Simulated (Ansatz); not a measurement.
Harmonic frequencies (cm⁻¹) at PBE0-D4/def2-TZVP from Ansatz: 189, 365, 506, 770, 918, 971, 1204, 1291, 1458, 2391, 3104, 3159.

Problem. Which molecule is it?
A. `[BH2][AlH][SiH3]`
B. `N#CCCl`
C. `[SiH3]CS`
D. `BrC1O[SiH2]1`

Solution. B.
